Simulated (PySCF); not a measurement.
Can point charges reproduce the dipole moment of `C#C[Si@]1(C)C[C@@H](N=C)C1`?

Coordinates (GFN2-xTB, Å) and charges (e) from the PBE0/pcSseg-1 density (PySCF):

```csv
atom,x,y,z,Mulliken,IAO,Hirshfeld,ESP-fitted
C1,-2.690,2.013,-1.486,-0.2214,-0.1965,-0.0924,-0.2669
C2,-2.097,1.148,-0.897,-0.1654,-0.3240,-0.1573,-0.3402
Si3,-1.173,-0.178,0.015,+1.0151,+1.0471,+0.4212,+0.9306
C4,-2.385,-1.464,0.703,-0.6200,-0.7174,-0.2072,-0.7041
C5,0.233,0.534,1.100,-0.4507,-0.5507,-0.1708,-0.7580
C6,1.256,0.252,-0.024,-0.1269,+0.0100,+0.0142,+0.8129
N7,2.436,-0.370,0.475,-0.3466,-0.2488,-0.1315,-0.6223
C8,3.562,0.127,0.255,+0.0019,-0.1286,-0.0025,+0.1598
C9,0.423,-0.718,-0.891,-0.4517,-0.5503,-0.1707,-0.7349
H10,-3.209,2.770,-2.001,+0.0605,+0.2011,+0.0953,+0.2822
H11,-2.984,-1.885,-0.097,+0.1465,+0.1640,+0.0471,+0.1777
H12,-3.062,-1.005,1.416,+0.1469,+0.1638,+0.0473,+0.1788
H13,-1.870,-2.277,1.203,+0.1439,+0.1621,+0.0481,+0.1629
H14,0.466,-0.072,1.973,+0.1417,+0.1573,+0.0359,+0.1927
H15,0.204,1.575,1.408,+0.1420,+0.1476,+0.0334,+0.1611
H16,1.471,1.177,-0.584,+0.1013,+0.1051,+0.0308,-0.0700
H17,3.731,1.052,-0.312,+0.0837,+0.1024,+0.0396,+0.0186
H18,4.437,-0.374,0.644,+0.1156,+0.1510,+0.0505,+0.0787
H19,0.529,-0.550,-1.959,+0.1417,+0.1473,+0.0333,+0.1530
H20,0.718,-1.744,-0.679,+0.1420,+0.1573,+0.0359,+0.1874
```

Problem. Compute μ = Σ q r for each scheme (1 e·Å = 4.803 D) and compare with the dipole of the full density.

Solution. The full density gives (-0.15, 0.72, -0.48) D, 0.88 D in size; dipole vectors point from the negative to the positive end.

```tsv
scheme	μx	μy	μz	size (D)	share of the full size (%)	angle to the full dipole (°)
Mulliken	-0.80	-1.25	0.69	1.64	186	141
IAO	-0.77	0.15	-0.18	0.80	91	64
Hirshfeld	-0.20	-0.04	0.00	0.21	23	90
ESP-fitted	-0.14	0.71	-0.47	0.87	98	1
```

Problem. Which set comes closest?

Solution. Length of the difference vector: ESP-fitted 0.02 D, IAO 0.90 D, Hirshfeld 0.91 D, Mulliken 2.38 D. Closest: ESP-fitted. ESP charges are fitted to the potential around the molecule, whose slowest-falling term is the dipole's. The schemes that divide the density aren't constrained to reproduce the dipole.

Problem. What is left for the Hirshfeld atoms' own dipoles?

Solution. The shares of the density sum to the whole, so what Σ q r misses lies in dipoles about the nuclei. The atomic dipoles sum to (-0.15, 0.72, -0.48) − (-0.20, -0.04, 0.00) = (0.05, 0.76, -0.48) D, 0.91 D in size.

Problem. With the origin at the mean of the coordinates, (0.000, 0.001, 0.013) Å, which are the largest single terms, by size, of the Hirshfeld dipole along the direction of the full one?

Solution. H10 +1.80, C2 -1.36, C1 -1.30, C4 +1.16, N7 +0.62 D; all 20 atoms together 0.00 D. The single terms depend on the origin, their sum doesn't.

Problem. Give the size of the full dipole in other units.

Solution. 0.88 D = 0.347 au = 0.184 e·Å = 2.94 × 10⁻³⁰ C·m.

Geometry: GFN2-xTB, one conformer, isolated molecule.

The values belong to the conformer `[CH:1]#[C:2][Si@:3]1([CH3:4])[CH2:5][C@@H:6]([N:7]=[CH2:8])[CH2:9]1`: C5–C6–N7–C8 -125°.
